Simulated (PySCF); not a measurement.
Compound: C4H4Cl3 (doublet state).
Z-matrix (Å and degrees, GFN2-xTB geometry), rows numbered from 1:
```
C 
C   1  1.3657
C   2  1.3832  1  123.11
C   3  1.4614  2  125.81  1   179.94
Cl  4  1.8091  3  109.77  2   121.69
Cl  4  1.7625  3  114.83  2    -0.06
Cl  4  1.8089  3  109.78  2  -121.80
H   1  1.0758  2  121.20  3     0.05
H   1  1.0741  2  121.31  3   180.00
H   2  1.0811  1  118.75  3   180.00
H   3  1.0802  2  119.67  1     0.00
```

The hyperfine couplings belong to this conformer and change with its torsions.

Identity: `[CH2]/C=C/C(Cl)(Cl)Cl` [radical].

Computed with UKS B3LYP, pcH-1 on C Cl H, non-relativistic, mean-field spin-orbit, GIAO in PySCF 2.14.0. The structure is a single GFN2-xTB conformer in the gas phase; no vibrational or solvent corrections. A GFN2-xTB geometry isn't a minimum of the functional, and hyperfine couplings can be far from their values at a DFT geometry. No stability test was run, so a lower SCF solution isn't excluded. ⟨S²⟩ is 0.775 where a pure state has 0.75.

Principal values of hyperfine tensors in MHz (contact, dipolar and spin–orbit terms together), for some of the nuclei:

```csv
atom,isotope,A1,A2,A3,alike by the symmetry of this geometry
C3,13C,4.39,5.81,159.62,none
C1,13C,2.39,4.04,149.31,none
C2,13C,-74.81,-35.59,-30.00,none
H9,1H,-64.52,-41.22,-15.86,none
H11,1H,-59.52,-42.20,-15.54,none
H8,1H,-58.89,-40.31,-15.88,none
C4,13C,-30.13,-28.58,-26.58,none
Cl5,35Cl,5.17,6.00,38.49,Cl7
```

Problem. Split each tensor into its isotropic and traceless parts, and turn a_iso into mT with g = 2.0017.

Solution. a_iso is a third of the trace, T = A − a_iso, and a(mT) = a(MHz)/(g × 13.996). The tensors hold a spin–orbit part: the run splits a_iso into a_FC + a_SO, and T includes its anisotropic share.

```json
{"atom": "C3", "a_iso (MHz)": "56.61", "a_FC": "56.74", "a_SO": "-0.13", "a_iso (mT)": "2.020", "T1": "-52.21", "T2": "-50.80", "T3": "103.01"}
{"atom": "C1", "a_iso (MHz)": "51.91", "a_FC": "51.97", "a_SO": "-0.06", "a_iso (mT)": "1.853", "T1": "-49.52", "T2": "-47.87", "T3": "97.40"}
{"atom": "C2", "a_iso (MHz)": "-46.80", "a_FC": "-46.82", "a_SO": "0.02", "a_iso (mT)": "-1.670", "T1": "-28.01", "T2": "11.21", "T3": "16.80"}
{"atom": "H9", "a_iso (MHz)": "-40.53", "a_FC": "-40.54", "a_SO": "0.01", "a_iso (mT)": "-1.447", "T1": "-23.98", "T2": "-0.69", "T3": "24.67"}
{"atom": "H11", "a_iso (MHz)": "-39.08", "a_FC": "-39.08", "a_SO": "-0.01", "a_iso (mT)": "-1.395", "T1": "-20.43", "T2": "-3.11", "T3": "23.55"}
{"atom": "H8", "a_iso (MHz)": "-38.36", "a_FC": "-38.37", "a_SO": "0.01", "a_iso (mT)": "-1.369", "T1": "-20.53", "T2": "-1.95", "T3": "22.48"}
{"atom": "C4", "a_iso (MHz)": "-28.43", "a_FC": "-28.45", "a_SO": "0.02", "a_iso (mT)": "-1.015", "T1": "-1.70", "T2": "-0.15", "T3": "1.85"}
{"atom": "Cl5", "a_iso (MHz)": "16.56", "a_FC": "16.43", "a_SO": "0.13", "a_iso (mT)": "0.591", "T1": "-11.38", "T2": "-10.56", "T3": "21.94"}
```

Problem. What spin density at the nucleus of C2 lies behind its contact coupling (g_N = 1.40482)?

Solution. a_FC = 800.24 MHz bohr³ × g_N × ρ(0)/(2S). With a_FC = -46.82 MHz and 2S = 1, ρ(0) = -0.04165 bohr⁻³.

Problem. H10 (1H, g_N = 5.58569) isn't in the table. Its spin density at the nucleus is 0.002668 bohr⁻³. What is its contact coupling?

Solution. By the same relation, a_FC = 11.92 MHz. Its full tensor has the principal values 6.98, 10.48, 18.30 MHz.

Problem. Which nucleus of the table has the largest anisotropic coupling, and what is its form?

Solution. C3: -52.2, -50.8, 103.0 MHz (the dipolar term alone has -52.1, -50.8, 102.9), axial, in the ratio −1:−1:+2, the form that spin in one p orbital centred on that nucleus gives.

Problem. In a single crystal, with the field along each principal axis of the tensor of C1 in turn, what first-order splitting does this nucleus give (isotropic g, quadrupole terms neglected)?

Solution. 2 lines (I = 1/2), spaced by |A_i|/(g × 13.996): 0.09, 0.14, 5.33 mT along the axes of A1, A2 and A3.
